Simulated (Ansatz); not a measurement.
GeH7NSSi, SMILES `N[SiH2][GeH2][SH]`, 11 atoms. The species carries charge 0 and has multiplicity 1. Correlated methods include outer-core shells of Ge, which these sets cover unevenly. Scalar relativity is left out up to krypton. All runs use 4 threads of an Intel Xeon 6975P-C on a shared host. Correlated methods freeze the cores.

Problem. Give the basis size and wall time and peak host memory of each of these runs in Ansatz. direct RPA on PBE orbitals/def2-TZVPP energy; RKS PBE0-D4/def2-QZVPP energy; RKS ωB97M-V/def2-SVP energy; RKS BHLYP-D4/def2-TZVPP energy; RKS ωB97M-V/def2-QZVPP energy; RKS PBE-D4/def2-TZVPP energy and forces; RKS BLYP-D4/def2-TZVPP energy; RKS PBE0-D4/def2-TZVP relaxation (10 steps); RHF-MP2/def2-QZVPP energy; RHF-CCSD(T)/def2-SVP energy; RKS PBE0-D4/def2-TZVP frequencies; RHF-CCSD(T)/def2-TZVPP energy. (Estimate.)

Solution. The calculation gave: Other jobs shared the machine, so times are rough.

| level | job | functions | wall time | peak host memory (GiB) |
| --- | --- | --- | --- | --- |
| RKS BLYP-D4/def2-TZVPP | energy | 261 | 1.2 s | 0.38 |
| RKS PBE-D4/def2-TZVPP | energy and forces | 261 | 1.5 s | 0.38 |
| RKS BHLYP-D4/def2-TZVPP | energy | 261 | 2.1 s | 0.85 |
| RKS ωB97M-V/def2-SVP | energy | 117 | 2.8 s | 0.41 |
| direct RPA on PBE orbitals/def2-TZVPP | energy | 261 | 3.2 s | 0.61 |
| RHF-CCSD(T)/def2-SVP | energy | 117 | 3.5 s | 0.57 |
| RKS PBE0-D4/def2-QZVPP | energy | 496 | 6.5 s | 2.3 |
| RKS ωB97M-V/def2-QZVPP | energy | 496 | 12 s | 2.6 |
| RHF-MP2/def2-QZVPP | energy | 496 | 15 s | 3.1 |
| RKS PBE0-D4/def2-TZVP | relaxation (10 steps) | 195 | 21 s | 0.62 |
| RHF-CCSD(T)/def2-TZVPP | energy | 261 | 46 s | 6.2 |
| RKS PBE0-D4/def2-TZVP | frequencies | 195 | 90 s | 0.61 |
